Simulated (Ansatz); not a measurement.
Input for Ansatz (a first-principles code): FCI/cc-pVDZ on Li2 (SMILES [Li][Li]), a point of a bond scan (R = 4.355 Å).

Ansatz 0.2 input:
```yaml
crystal:
  periodic: [false, false, false]
  atoms:
    - {symbol: Li, position_ang: [-0.00000000, -0.00000000, -1.36097353]}
    - {symbol: Li, position_ang: [0.00000000, 0.00000000, 2.99414177]}
basis:
  gaussian:
    orbitals: cc-pVDZ
magnetization: {spin_polarized: false}
correlation: {method: fci, electrons: all}
```

### Question
What total energy does the run end on?

### Answer
-14.8769 hartree.

### Question
How many basis functions does it have, and what does it roughly cost on one machine?

### Answer
28 functions; around 6 core-seconds (rough).
